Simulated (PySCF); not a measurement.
Compound: C5H10BNSSi.
Structure used (PBE0-D3(BJ)/def2-SVP), in Å, numbered top down from 1:
```xyz
19
C5H10BNSSi angstrom
Si     3.0686   -0.0019   -0.8563
S      1.9464   -1.8087   -0.8386
B      0.8730   -1.4044    0.6884
N     -0.3659   -0.4426    0.2926
C     -0.8021   -0.2993   -0.9638
C     -1.9075    0.4863   -1.2649
C     -2.5739    1.1412   -0.2352
C     -2.1067    0.9869    1.0701
C     -0.9973    0.1894    1.2935
H      3.9751    0.0040   -2.0458
H      2.1732    1.2000   -0.9614
H      3.8918    0.1647    0.3805
H      1.4802   -0.7993    1.5575
H      0.3667   -2.4379    1.0938
H     -0.2133   -0.8346   -1.7153
H     -2.2301    0.5795   -2.3029
H     -3.4435    1.7686   -0.4435
H     -2.5912    1.4840    1.9116
H     -0.5737    0.0306    2.2870
```

Level: PBE0/pcSseg-1 in PySCF, non-relativistic, on one gas-phase PBE0-D3(BJ)/def2-SVP geometry that isn't relaxed in the solvent. The solvent is an IEF-PCM continuum (cavity from Bondi-type radii × 1.2). Specific hydrogen bonds and non-electrostatic terms are outside this model.

Gas phase at PBE0/pcSseg-1: HOMO -6.45 eV, LUMO -2.26 eV, dipole 7.70 D.

Problem. What does the continuum do to the energy, the frontier levels and the dipole at PBE0/pcSseg-1 in methanol and dimethylsulfoxide?

Solution. 
```
          solvent      ε  E(solvent) − E(gas) (kcal/mol)  polarisation term (kcal/mol)  distortion of the solute (kcal/mol)  HOMO (eV)  LUMO (eV)  dipole (D)
         methanol  32.61                           -9.17                        -11.22                                 2.05      -6.92      -1.77        9.82
dimethylsulfoxide  46.83                           -9.31                        -11.43                                 2.12      -6.93      -1.77        9.86
```

The first energy column is the sum of the next two and covers electrostatics alone. From methanol to dimethylsulfoxide the lowering changes by a factor 1.02, Onsager's factor (ε − 1)/(2ε + 1) by 1.01 and ε itself by 1.4.

Problem. Which radius a makes the point-dipole formula ΔE = −[(ε − 1)/(2ε + 1)]·μ²/a³ give the value in dimethylsulfoxide, with the gas-phase dipole?

Solution. μ = 3.028 au and |ΔE| = 0.01484 Eh give a = 3.54 Å; the farthest nucleus lies 4.45 Å from the centroid of the nuclei, so such a sphere wouldn't even hold the nuclei. The formula assumes a rigid point dipole at the centre of a sphere.

Problem. Give the dipole vector in the frame of the coordinates (D, pointing from negative to positive charge), gas and dimethylsulfoxide.

Solution. Gas (-6.33, 4.37, 0.19), solvent (-7.87, 5.94, 0.09). Its length changes by +28 % and its direction by 3°.

Problem. Which IAO charges (PBE0/pcSseg-1) respond most in dimethylsulfoxide (means over atoms taken as equivalent)?

Solution. 
```json
{"atoms": "S2", "environment": "sulfur bonded to B and Si", "gas (e)": "-0.292", "solvent (e)": "-0.335", "change": "-0.043"}
{"atoms": "H17", "environment": "aromatic hydrogen", "gas (e)": "+0.171", "solvent (e)": "+0.189", "change": "+0.018"}
{"atoms": "H16/H18", "environment": "aromatic hydrogen", "gas (e)": "+0.174", "solvent (e)": "+0.190", "change": "+0.016"}
{"atoms": "N4", "environment": "nitrogen bonded to B and 2 C", "gas (e)": "-0.035", "solvent (e)": "-0.048", "change": "-0.013"}
{"atoms": "H13/H14", "environment": "B–H hydrogen", "gas (e)": "-0.004", "solvent (e)": "-0.017", "change": "-0.013"}
{"atoms": "C7", "environment": "aromatic CH carbon", "gas (e)": "-0.101", "solvent (e)": "-0.092", "change": "+0.009"}
```

Hardware: Arm Neoverse N1, one thread, shared host with 64 logical CPUs at a one-minute load of 60. Cost: 83 s wall, 1.2 GiB resident at most. This is the whole shielding run at PBE0/pcSseg-1 in dimethylsulfoxide, SCF included.
